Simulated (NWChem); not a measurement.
System: InN2H5; SMILES [NH2][InH][NH2]

NWChem input:

```
start job
memory heap 200 mb stack 900 mb global 1100 mb
geometry units angstroms noautoz
  In    -0.317571     0.006726     0.000000
  H     -2.017005    -0.222324     0.000000
  N      0.791151     0.008464    -1.698046
  H      0.357012     0.216205    -2.590894
  H      1.742864     0.360016    -1.691657
  N      0.791151     0.008464     1.698046
  H      1.742864     0.360016     1.691657
  H      0.357012     0.216205     2.590894
end
basis spherical
  * library def2-svp
end
ecp
  In library def2-ecp
end
dft
  xc xpbe96 cpbe96
  iterations 150
  mulliken
end
task dft gradient
```

Excerpt of the output:

```
             Northwest Computational Chemistry Package (NWChem) 7.3.0
             --------------------------------------------------------

 CS  symmetry detected

                             Geometry "geometry" -> ""
                             -------------------------

 Output coordinates in angstroms (scale by  1.889725989 to convert to a.u.)

  No.       Tag          Charge          X              Y              Z
 ---- ---------------- ---------- -------------- -------------- --------------
    1 In                  49.0000    -0.28403727     0.00107379     0.00000000
    2 H                    1.0000    -1.99300518    -0.14023622     0.00000000
    3 N                    7.0000     0.82330570    -0.05423474     1.69804600
    4 H                    1.0000     0.40043006     0.17556776     2.59089400
    5 H                    1.0000     1.79184571     0.24788560     1.69165700
    6 N                    7.0000     0.82330570    -0.05423474    -1.69804600
    7 H                    1.0000     1.79184571     0.24788560    -1.69165700
    8 H                    1.0000     0.40043006     0.17556776    -2.59089400

 Effective nuclear repulsion energy (a.u.)     262.7099491668

      Symmetry information
      --------------------

 Group name             Cs
 Group number              2
 Group order               2
 No. of unique centers     5

 Summary of "ao basis" -> "ao basis" (spherical)
 ------------------------------------------------------------------------------
       Tag                 Description            Shells   Functions and Types
 ---------------- ------------------------------  ------  ---------------------
 In                         def2-svp                10       26   4s4p2d
 H                          def2-svp                 3        5   2s1p
 N                          def2-svp                 6       14   3s2p1d

      Symmetry analysis of basis
      --------------------------

        a'         46
        a"         33

            General Information
            -------------------
          SCF calculation type: DFT
          Wavefunction type:  closed shell.
          No. of atoms     :     8
          No. of electrons :    40
           Alpha electrons :    20
            Beta electrons :    20
          Charge           :     0
          Spin multiplicity:     1
          Use of symmetry is: on ; symmetry adaption is: on
          Maximum number of iterations: 150
          AO basis - number of functions:    79
                     number of shells:    37
          Convergence on energy requested:  1.00D-06
          Convergence on density requested:  1.00D-05
          Convergence on gradient requested:  5.00D-04

              XC Information
              --------------
          PerdewBurkeErnzerhof Exchange Functional  1.000
            Perdew 1991 LDA Correlation Functional  1.000 local
           PerdewBurkeErnz. Correlation Functional  1.000 non-local

             Grid Information
             ----------------
          Grid used for XC integration:  medium
          Radial quadrature: Mura-Knowles
          Angular quadrature: Lebedev.
          Tag              B.-S. Rad. Rad. Pts. Rad. Cut. Ang. Pts.
          ---              ---------- --------- --------- ---------
          In                  1.55      123           9.0       590
          H                   0.35       45          12.0       434
          N                   0.65       49          11.0       434
          Grid pruning is: on
          Number of quadrature shells:   307
          Spatial weights used:  Erf1

      Superposition of Atomic Density Guess
      -------------------------------------

 Sum of atomic energies:        -329.03506012

      Non-variational initial energy
      ------------------------------

 Total energy =    -301.072346
 1-e energy   =    -742.274585
 2-e energy   =     311.476084
 HOMO         =      -0.329640
 LUMO         =      -0.014397

      Symmetry analysis of molecular orbitals - initial
      -------------------------------------------------

  Numbering of irreducible representations:

     1 a'          2 a"

  Orbital symmetries:

     1 a'          2 a"          3 a'          4 a'          5 a"
     6 a'          7 a'          8 a"          9 a'         10 a"
    11 a'         12 a"         13 a'         14 a'         15 a"
    16 a'         17 a"         18 a'         19 a'         20 a"
    21 a'         22 a'         23 a"         24 a'         25 a'
    26 a"         27 a'         28 a"         29 a'         30 a'

     ---------------------------------------------
      Total Density - Mulliken Population Analysis
     ---------------------------------------------

    Atom       Charge   Shell Charges
 -----------   ------   -------------------------------------------------------
    1 In  21    19.87   2.60 -0.60  0.71  0.32  3.23  2.77  0.59  0.19  9.70  0.37
    2 H    1     1.09   0.62  0.47  0.01
    3 N    7     7.98   1.99  1.04  0.50  2.60  1.84  0.01
    4 H    1     0.77   0.60  0.12  0.05
    5 H    1     0.77   0.60  0.12  0.05
    6 N    7     7.98   1.99  1.04  0.50  2.60  1.84  0.01
    7 H    1     0.77   0.60  0.12  0.05
    8 H    1     0.77   0.60  0.12  0.05

   convergence    iter        energy       DeltaE   RMS-Dens  Diis-err
 ---------------- ----- ----------------- --------- --------- ---------
 d= 0,ls=0.0,diis     1   -302.3079248879 -4.32D+02  2.44D-02  6.86D-01
 d= 0,ls=0.0,diis     2   -301.8726167696  4.35D-01  1.72D-02  3.74D+00
 d= 0,ls=0.0,diis     3   -302.4011202046 -5.29D-01  2.14D-03  3.37D-02
 d= 0,ls=0.0,diis     4   -302.4055330022 -4.41D-03  7.39D-04  2.25D-03
 d= 0,ls=0.0,diis     5   -302.4057667608 -2.34D-04  1.96D-04  1.16D-04
  Resetting Diis
 d= 0,ls=0.0,diis     6   -302.4057831497 -1.64D-05  3.52D-05  5.44D-06
 d= 0,ls=0.0,diis     7   -302.4057840101 -8.60D-07  1.77D-05  2.56D-07
 d= 0,ls=0.0,diis     8   -302.4057838663  1.44D-07  1.00D-05  1.35D-06
 d= 0,ls=0.0,diis     9   -302.4057840614 -1.95D-07  2.04D-06  1.86D-08

         Total DFT energy =     -302.405784061426
      One electron energy =     -745.477403994530
           Coulomb energy =      345.598047426858
    Exchange-Corr. energy =      -32.252582253067
 Nuclear repulsion energy =      129.726154759314

 Numeric. integr. density =       39.999985386270

                  Occupations of the irreducible representations
                  ----------------------------------------------

                     irrep           alpha         beta
                     --------     --------     --------
                     a'               12.0         12.0
                     a"                8.0          8.0

                       DFT Final Molecular Orbital Analysis
                       ------------------------------------

 Vector   18  Occ=2.000000D+00  E=-2.681969D-01  Symmetry=a'
              MO Center= -8.9D-01, -7.0D-02, -2.7D-14, r^2= 3.3D+00
   Bfn.  Coefficient  Atom+Function         Bfn.  Coefficient  Atom+Function
  ----- ------------  ---------------      ----- ------------  ---------------
    27      0.362467  2 H  s                 11     -0.298860  1 In px
    28      0.233237  2 H  s                 19      0.161878  1 In d  0
    35     -0.137060  3 N  px                59     -0.137060  6 N  px
     3      0.132680  1 In s                 37     -0.132325  3 N  pz
    61      0.132325  6 N  pz                34     -0.119644  3 N  s

 Vector   19  Occ=2.000000D+00  E=-2.058708D-01  Symmetry=a'
              MO Center=  6.2D-01, -5.6D-02,  1.3D-15, r^2= 3.9D+00
   Bfn.  Coefficient  Atom+Function         Bfn.  Coefficient  Atom+Function
  ----- ------------  ---------------      ----- ------------  ---------------
    36      0.350708  3 N  py                60      0.350708  6 N  py
    39     -0.285531  3 N  py                63     -0.285531  6 N  py
    12     -0.206091  1 In py                15     -0.178423  1 In py
    27      0.070428  2 H  s                  3     -0.068400  1 In s
     9      0.066552  1 In py                34      0.066440  3 N  s

 Vector   20  Occ=2.000000D+00  E=-1.805250D-01  Symmetry=a"
              MO Center=  8.1D-01, -1.1D-01,  2.8D-15, r^2= 3.8D+00
   Bfn.  Coefficient  Atom+Function         Bfn.  Coefficient  Atom+Function
  ----- ------------  ---------------      ----- ------------  ---------------
    36      0.398471  3 N  py                60     -0.398471  6 N  py
    39     -0.345305  3 N  py                63      0.345305  6 N  py
    18      0.118714  1 In d -1              37     -0.082672  3 N  pz
    61     -0.082672  6 N  pz                40      0.075602  3 N  pz
    64      0.075602  6 N  pz                35     -0.068079  3 N  px

 Vector   21  Occ=0.000000D+00  E=-3.878462D-02  Symmetry=a'
              MO Center= -1.6D-01,  6.8D-01,  8.5D-15, r^2= 4.3D+00
   Bfn.  Coefficient  Atom+Function         Bfn.  Coefficient  Atom+Function
  ----- ------------  ---------------      ----- ------------  ---------------
     4      0.610834  1 In s                 15      0.465611  1 In py
    12      0.393528  1 In py                28     -0.294974  2 H  s
    34     -0.273615  3 N  s                 58     -0.273615  6 N  s
    39     -0.212181  3 N  py                63     -0.212181  6 N  py
     3      0.206758  1 In s                 36      0.201665  3 N  py

 Vector   22  Occ=0.000000D+00  E=-2.306088D-02  Symmetry=a'
              MO Center= -2.2D-02, -6.3D-01,  2.4D-14, r^2= 4.8D+00
   Bfn.  Coefficient  Atom+Function         Bfn.  Coefficient  Atom+Function
  ----- ------------  ---------------      ----- ------------  ---------------
     4      0.654215  1 In s                 34     -0.559604  3 N  s
    58     -0.559604  6 N  s                 28     -0.398736  2 H  s
    15     -0.389085  1 In py                 3      0.373749  1 In s
    12     -0.326718  1 In py                 1     -0.227439  1 In s
    47      0.209827  4 H  s                 76      0.209827  8 H  s

 Vector   23  Occ=0.000000D+00  E= 1.365688D-02  Symmetry=a"
              MO Center= -3.3D-01,  8.2D-02,  2.3D-14, r^2= 7.8D+00
   Bfn.  Coefficient  Atom+Function         Bfn.  Coefficient  Atom+Function
  ----- ------------  ---------------      ----- ------------  ---------------
    16      1.003182  1 In pz                34     -0.619257  3 N  s
    58      0.619257  6 N  s                 52      0.195087  5 H  s
    71     -0.195087  7 H  s                 13      0.184318  1 In pz
    33     -0.147356  3 N  s                 57      0.147356  6 N  s
    47      0.137662  4 H  s                 76     -0.137662  8 H  s

     ---------------------------------------------
      Total Density - Mulliken Population Analysis
     ---------------------------------------------

    Atom       Charge   Shell Charges
 -----------   ------   -------------------------------------------------------
    1 In  21    20.60   2.60 -0.60  0.88  0.21  3.22  2.79  1.02  0.34  9.60  0.53
    2 H    1     1.07   0.67  0.40  0.01
    3 N    7     7.39   1.99  0.99  0.48  2.40  1.53  0.01
    4 H    1     0.89   0.71  0.13  0.05
    5 H    1     0.89   0.71  0.13  0.05
    6 N    7     7.39   1.99  0.99  0.48  2.40  1.53  0.01
    7 H    1     0.89   0.71  0.13  0.05
    8 H    1     0.89   0.71  0.13  0.05

     -------------------------------------------
      Total Density - Lowdin Population Analysis
     -------------------------------------------

    Atom       Charge   Shell Charges
 -----------   ------   -------------------------------------------------------
    1 In  21    20.70   1.38  0.54  0.63  0.38  3.03  2.86  1.11  0.51  9.34  0.93
    2 H    1     1.09   0.58  0.49  0.03
    3 N    7     7.22   1.97  0.72  0.46  2.20  1.85  0.02
    4 H    1     0.94   0.60  0.21  0.13
    5 H    1     0.94   0.60  0.22  0.13
    6 N    7     7.22   1.97  0.72  0.46  2.20  1.85  0.02
    7 H    1     0.94   0.60  0.22  0.13
    8 H    1     0.94   0.60  0.21  0.13

     Multipole analysis of the density
     ---------------------------------

     L   x y z        total         alpha         beta         nuclear
     -   - - -        -----         -----         ----         -------
     0   0 0 0     -0.000000    -20.000000    -20.000000     40.000000

     1   1 0 0      0.241854     -7.393609     -7.393609     15.029073
     1   0 1 0      0.564517      0.310667      0.310667     -0.056817
     1   0 0 1     -0.000000     -0.000000     -0.000000      0.000000

     2   2 0 0    -26.390872    -52.295113    -52.295113     78.199355
     2   1 1 0      1.302078     -0.557610     -0.557610      2.417298
     2   1 0 1     -0.000000     -0.000000     -0.000000      0.000000
     2   0 2 0    -28.172266    -14.524325    -14.524325      0.876385
     2   0 1 1      0.000000      0.000000      0.000000      0.000000
     2   0 0 2    -24.599526   -118.567340   -118.567340    212.535154

            General Information
            -------------------
          SCF calculation type: DFT
          Wavefunction type:  closed shell.
          No. of atoms     :     8
          No. of electrons :    40
           Alpha electrons :    20
            Beta electrons :    20
          Charge           :     0
          Spin multiplicity:     1
          Use of symmetry is: on ; symmetry adaption is: on
          Maximum number of iterations: 150
          AO basis - number of functions:    79
                     number of shells:    37
          Convergence on energy requested:  1.00D-06
          Convergence on density requested:  1.00D-05
          Convergence on gradient requested:  5.00D-04

              XC Information
              --------------
          PerdewBurkeErnzerhof Exchange Functional  1.000
            Perdew 1991 LDA Correlation Functional  1.000 local
           PerdewBurkeErnz. Correlation Functional  1.000 non-local

             Grid Information
             ----------------
          Grid used for XC integration:  medium
          Radial quadrature: Mura-Knowles
          Angular quadrature: Lebedev.
          Tag              B.-S. Rad. Rad. Pts. Rad. Cut. Ang. Pts.
          ---              ---------- --------- --------- ---------
          In                  1.55      123           9.0       590
          H                   0.35       45          12.0       434
          N                   0.65       49          11.0       434
          Grid pruning is: on
          Number of quadrature shells:   307
          Spatial weights used:  Erf1

          Convergence Information
          -----------------------
          Convergence aids based upon iterative change in
          total energy or number of iterations.
          Levelshifting, if invoked, occurs when the
          HOMO/LUMO gap drops below (HL_TOL):  1.00D-02
          DIIS, if invoked, will attempt to extrapolate
          using up to (NFOCK): 10 stored Fock matrices.

[...]

                         DFT ENERGY GRADIENTS

    atom               coordinates                        gradient
                 x          y          z           x          y          z
   1 In     -0.536753   0.002029   0.000000    0.005273  -0.002413   0.000000
   2 H      -3.766234  -0.265008   0.000000    0.002447   0.000812   0.000000
   3 N       1.555822  -0.102489   3.208842   -0.000214   0.004959   0.000786
   4 H       0.756703   0.331775   4.896080    0.003549  -0.001803  -0.006353
   5 H       3.386097   0.468436   3.196768   -0.007196  -0.002356   0.000325
   6 N       1.555822  -0.102489  -3.208842   -0.000214   0.004959  -0.000786
   7 H       3.386097   0.468436  -3.196768   -0.007196  -0.002356  -0.000325
   8 H       0.756703   0.331775  -4.896080    0.003549  -0.001803   0.006353
```

Level: PBE/def2-SVP with def2 effective core potentials on In. The geometry was optimised at PBE0/def2-SVP. def2 effective core potentials on In; no spin-orbit coupling.
